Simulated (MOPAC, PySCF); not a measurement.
Stepwise substitution at one centre (Al H-OH). All species are isolated molecules in the gas phase. One relaxed conformer stands for each flexible species; it need not be the lowest. Strings in code marks are SMILES.

Quantity: vertical ionisation energy (energy after one electron is removed minus that of the parent at the parent's geometry), in eV.

Level 1: TPSSh-D3(BJ)/def2-TZVP (PySCF)
Level 2: minus the HOMO energy of PM3 // TPSSh-D3(BJ)/def2-TZVP (MOPAC)
Level 3: minus the HOMO energy of PM7 // TPSSh-D3(BJ)/def2-TZVP (MOPAC)
Level 4: HF/6-31G* // TPSSh-D3(BJ)/def2-TZVP (PySCF)

```csv
species,level 1,level 2,level 3,level 4
`[AlH3]`,11.11,11.45,12.11,10.75
```
